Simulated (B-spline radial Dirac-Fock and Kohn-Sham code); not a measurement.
# Electron momentum distribution of As: Compton profiles

System: neutral arsenic, configuration [Ar] 3d10 4s1 4p4 (not the ground configuration).

Input file task.json (cfg lists n, l and occupation; rrms is the nuclear radius in fm):

```json
{"items": [{
  "Z": 33,
  "q": 0,
  "cfg": [[1, 0, 2], [2, 0, 2], [2, 1, 6], [3, 0, 2], [3, 1, 6], [3, 2, 10], [4, 0, 1], [4, 1, 4]],
  "A": 75,
  "rrms": 4.0968,
  "do": ["scatter"],
  "s": [0.0, 0.05, 0.1, 0.15, 0.2, 0.25, 0.3, 0.35, 0.4, 0.45, 0.5, 0.6, 0.7, 0.8, 0.9, 1.0, 1.1, 1.2, 1.4, 1.6, 1.8, 2.0, 2.5, 3.0, 3.5, 4.0, 5.0, 6.0],
  "pz": [0, 0.1, 0.2, 0.3, 0.4, 0.5, 0.6, 0.8, 1.0, 1.2, 1.4, 1.6, 1.8, 2.0, 2.5, 3.0, 4.0, 5.0, 7.0, 10.0, 15.0, 20.0, 30.0, 40.0, 60.0, 100.0],
  "hv_scatter": [1000, 2000, 5000, 8047.8, 10000, 30000, 100000, 1000000]
}]}
```

Launch: `python xray_run.py task.json out`

The computed values come from a radial atomic solver: the impulse approximation on configuration-average Dirac-Fock orbitals. pz is in atomic units of momentum; subshell profiles are per electron, for a selection of subshells; open shells are spread over both j values by their weights.

```csv
pz,J total,J 3p1/2,J 3p3/2,J 4p1/2,J 4p3/2
0,6.760,0.155,0.158,0.657,0.670
0.1,6.727,0.155,0.158,0.657,0.669
0.2,6.608,0.155,0.158,0.648,0.660
0.3,6.365,0.155,0.158,0.620,0.629
0.4,5.994,0.155,0.158,0.565,0.571
0.5,5.535,0.155,0.157,0.489,0.490
0.6,5.049,0.155,0.157,0.402,0.399
0.8,4.191,0.154,0.156,0.240,0.234
1,3.602,0.151,0.154,0.127,0.121
1.2,3.239,0.148,0.150,0.0622,0.0583
1.4,3.008,0.143,0.145,0.0293,0.0271
1.6,2.836,0.137,0.138,0.0144,0.0134
1.8,2.684,0.129,0.130,0.00848,0.00809
2,2.535,0.120,0.121,0.00653,0.00645
2.5,2.148,0.0952,0.0947,0.00606,0.00610
3,1.771,0.0702,0.0691,0.00539,0.00532
4,1.173,0.0321,0.0309,0.00275,0.00262
5,0.8019,0.0128,0.0121,0.00106,0.000982
7,0.4425,0.00362,0.00362,0.000200,0.000192
10,0.2259,0.00318,0.00321,0.000155,0.000156
15,0.08943,0.00143,0.00138,7.36e-05,7.02e-05
20,0.04195,0.000470,0.000438,2.42e-05,2.23e-05
30,0.01261,5.73e-05,5.04e-05,2.93e-06,2.55e-06
40,0.004623,9.94e-06,8.26e-06,< 1e-6,< 1e-6
60,0.0008665,< 1e-6,< 1e-6,< 1e-6,< 1e-6
100,7.633e-05,< 1e-6,< 1e-6,< 1e-6,< 1e-6
```

J(0) = 6.760. The 4p3/2 subshell gives the largest part, 26 %.

Mean momentum ⟨p⟩ by subshell (a.u.): 1s1/2 28.6, 2s1/2 9.74, 2p1/2 13.1, 2p3/2 12.8, 3s1/2 4.11, 3p1/2 4.84, 3p3/2 4.76, 3d3/2 5.20, 3d5/2 5.17, 4s1/2 1.15, 4p1/2 1.11, 4p3/2 1.09.
